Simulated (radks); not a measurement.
Values are calculated unless marked as measured or tabulated.
Spherical quantum dot in the effective-mass picture: electrons in a hard-walled sphere of radius 2.48, with a point charge +2 (a donor) at the centre, all in effective atomic units (hartree* = m*/eps^2 hartree, bohr* = eps/m* bohr), one dielectric constant everywhere. Level of theory: non-relativistic Kohn-Sham, exchange-only LDA, spin-polarised, spherical densities (a radial shooting solver with Libxc functionals). Levels are named by radial order and angular momentum (1s, 1p, 1d, 2s, ...), and open shells are averaged over m. Results are scaled to m* = 0.118 and eps = 5.9, for which hartree* = 92.24 meV and bohr* = 2.646 nm. Each electron was tried in the lowest free levels, single moves between levels near the top were tried too, and the lowest total energy was kept; such a search can miss a lower state. At N = 1 the Hartree and exchange-correlation terms need not cancel, so that row can carry a self-interaction error.

N,open shells,2S,addition energy mu(N+1) - mu(N) (meV),e(HOMO) (meV),rms radius (nm)
1,"1s(up 1, down 0)",1,109.2,-132.97,2.209
2,none,0,200.7,-32.206,2.488
3,"1p(up 1, down 0)",1,48.13,158.70,3.080
4,"1p(up 2, down 0)",2,50.13,208.32,3.363
5,"1p(up 3, down 0)",3,70.10,258.77,3.541
6,"1p(up 3, down 1)",2,45.57,325.75,3.673
7,"1p(up 3, down 2)",1,47.80,372.90,3.774
8,none,0,109.0,421.16,3.856
9,"2s(up 1, down 0)",1,67.74,533.35,3.912
10,none,0,61.53,603.15,3.939
11,"1d(up 1, down 0)",1,45.77,658.08,4.014
12,"1d(up 2, down 0)",2,43.45,704.65,4.077
13,"1d(up 4, down 0) 2s(up 1, down 0)",5,44.92,746.17,4.175
14,"1d(up 5, down 0) 2s(up 1, down 0)",6,56.48,792.61,4.221
15,"1d(up 5, down 0)",5,55.04,855.59,4.222
16,"1d(up 5, down 1)",4,44.85,903.58,4.261
17,"1d(up 5, down 2)",3,43.82,951.78,4.296
18,"1d(up 5, down 4) 2s(up 1, down 0)",2,43.92,990.77,4.365
19,"2s(up 1, down 0)",1,52.24,1036.2,4.394
20,none,0,141.5,1096.8,4.386
21,"1f(up 1, down 0)",1,44.40,1229.4,4.417
22,"1f(up 2, down 0)",2,44.48,1273.9,4.446
23,"1f(up 3, down 0)",3,44.54,1318.4,4.473
24,"1f(up 4, down 0)",4,44.58,1363.0,4.498
25,"1f(up 5, down 0)",5,44.61,1407.6,4.522
26,"1f(up 6, down 0)",6,44.62,1452.2,4.544
27,"1f(up 7, down 0)",7,58.83,1496.8,4.564
28,"1f(up 7, down 1)",6,43.86,1555.2,4.584
29,"1f(up 7, down 2)",5,43.96,1599.1,4.602
30,"1f(up 7, down 3)",4,44.03,1643.1,4.620
31,"1f(up 7, down 4)",3,44.08,1687.2,4.636
32,"1f(up 7, down 5)",2,44.12,1731.3,4.652
33,"1f(up 7, down 6)",1,44.15,1775.4,4.667
34,none,0,160.4,1819.6,4.681
35,"1g(up 1, down 0)",1,43.51,1979.7,4.697
36,"1g(up 2, down 0)",2,43.54,2023.2,4.713
37,"1g(up 3, down 0)",3,43.56,2066.7,4.727
38,"1g(up 4, down 0)",4,43.58,2110.3,4.741
39,"1g(up 5, down 0)",5,-,2153.9,4.755

All shells are closed at N = 2, 8, 10, 20, 34 (there: 1s2 1p6 1d10 2s2 1f14); the second difference of the energy has clear peaks (12 % above both neighbours; the first and last values, which can be the largest, are not judged, and half-filled shells can peak too) at N = 2, 5, 8, 20, 27, 34.
